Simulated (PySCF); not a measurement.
Broadened absorption spectrum of BeMe2

Species: BeMe2, C2H6Be.
Bonds: Be1–C2, Be1–C6. Hydrogens: H3, H4, H5 on C2; H7, H8, H9 on C6.

Computed, not measured: PySCF, TDDFT wB97X-D/def2-SVPD, vertical, gas phase, core orbitals frozen in the response. Isolated species at its PBE0-D3(BJ)/def2-SVP geometry, gas phase.

Computed states:

```csv
state,E (eV),f
S1,7.04,0.0001
S2,7.05,0.0000
S3,7.75,0.227
S4,8.08,0.0005
S5,8.22,0.099
S6,8.22,0.098
S7,8.82,0.0000
S8,8.82,0.0000
S9,8.93,0.0000
```

Broadening: Gaussians 0.5 eV wide at half height, area fixed by f = 4.319×10⁻⁹ ∫ε dν̃. The width is an assumption, not a result. The curve ends short of the highest state used, and states not computed would add to its high-energy end.

Task: Give the broadened spectrum and its maxima.

Result: 
(E (eV), ε (L mol⁻¹ cm⁻¹)): (6.29, 0), (6.38, 0), (6.47, 0), (6.56, 0), (6.65, 1), (6.74, 2), (6.82, 3), (6.91, 8), (7.00, 30), (7.09, 109), (7.18, 358), (7.27, 1004), (7.36, 2369), (7.44, 4378), (7.53, 7394), (7.62, 10510), (7.71, 12708), (7.80, 13399), (7.89, 12947), (7.97, 12377), (8.06, 12146), (8.15, 12095), (8.24, 11396), (8.33, 9543)

Maxima: 159 nm (7.80 eV), ε about 13000, made up of S3 (89%); 153 nm (8.10 eV), ε about 12000, made up of S3 (25%), S5 (37%) and S6 (37%) (hardly more than a shoulder) (ε in L mol⁻¹ cm⁻¹; maxima over ε = 5, shares over 10%).

Task: What would ε be at 7.80 eV, the highest of these maxima, with half the width (0.25 eV)?

Result: About 21500 L mol⁻¹ cm⁻¹ against 13400, a factor of about 1.6; a lone state at its own centre would give exactly 2.

Task: Coming from long wavelengths, where does ε first pass 100 L mol⁻¹ cm⁻¹?

Result: At about 175 nm (7.09 eV), 0.04 eV above S1.

Hardware: an x86-64 server with one thread, shared host. Cost: 5.4 s.
